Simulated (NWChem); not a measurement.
# AlSiH3ClF; SMILES [F][Al]([SiH3])[Cl]

Computed with NWChem. Medium grid unless said otherwise, to which SCAN and Minnesota functionals are sensitive. The geometry was optimised at PBE0/def2-SVP. Total energies of different functionals are on different scales.

| level | energy (Ha) | highest occupied level (eV) | orbital gap (eV) | dipole (D) |
|---|---|---|---|---|
| B3LYP/def2-SVP | -1093.5719 | -8.24 | 6.54 | 1.61 |
| PBE/def2-SVP | -1092.9352 | -7.30 | 5.02 | 1.56 |
| r2SCAN/def2-SVP | -1093.3928 | -7.63 | 5.53 | 1.59 |
| LC-wPBE (HJS exchange hole, range parameter 0.4 per bohr)/def2-SVP | -1093.0878 | -11.11 | 11.61 | 1.62 |
| PBE0/def2-SVP | -1093.0305 | … | … | 1.68 |
| HCTH/407/def2-SVP | -1093.6048 | -7.46 | 5.13 | 1.63 |
| LDA (Slater exchange, PW92)/def2-SVP | -1089.1442 | -7.38 | 4.94 | 1.65 |

Task: Some entries are withheld; supply them.

Result: 
- PBE0/def2-SVP, highest occupied level (eV): -8.51
- PBE0/def2-SVP, orbital gap (eV): 6.94
